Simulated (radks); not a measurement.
Question: The mean radii <r> (bohr) of the occupied orbitals of an atom or ion are listed with their occupations. Method: scalar-relativistic Kohn-Sham, Slater X-alpha with alpha = 0.759, spin-polarised, spherical densities, finite nucleus; Fermi nuclear charge, rms radius of each element as measured or else 0.836 A^(1/3) + 0.57 fm; computed with a radial shooting solver on a logarithmic mesh with Libxc functionals.

| orbital | occ. | <r> |
|---|---|---|
| 1s up | 1 | 0.02843 |
| 1s down | 1 | 0.02843 |
| 2s up | 1 | 0.1226 |
| 2s down | 1 | 0.1226 |
| 2p up | 3 | 0.1070 |
| 2p down | 3 | 0.1070 |
| 3s up | 1 | 0.3303 |
| 3s down | 1 | 0.3303 |
| 3p up | 3 | 0.3282 |
| 3p down | 3 | 0.3282 |
| 3d up | 5 | 0.3045 |
| 3d down | 5 | 0.3045 |
| 4s up | 1 | 0.7883 |
| 4s down | 1 | 0.7880 |
| 4p up | 3 | 0.8491 |
| 4p down | 3 | 0.8481 |
| 4d up | 5 | 1.024 |
| 4d down | 5 | 1.016 |
| 5s up | 1 | 2.144 |
| 5s down | 1 | 2.114 |
| 5p up | 2 | 2.624 |

Name the element and its charge. Open shells, if any, are filled with parallel spins first.

Answer: Z = 51, antimony, charge +1: Sb+ in [Kr] 4d10 5s2 5p2. The 1s radius gives Z: for a bare nucleus <r> = (2 gamma + 1)/(2Z) with gamma = sqrt(1 - (Z/c)^2), 0.028 bohr for Z = 51, and screening makes it slightly larger (0.02843 here). The occupations add up to 50, and the charge is Z minus that.
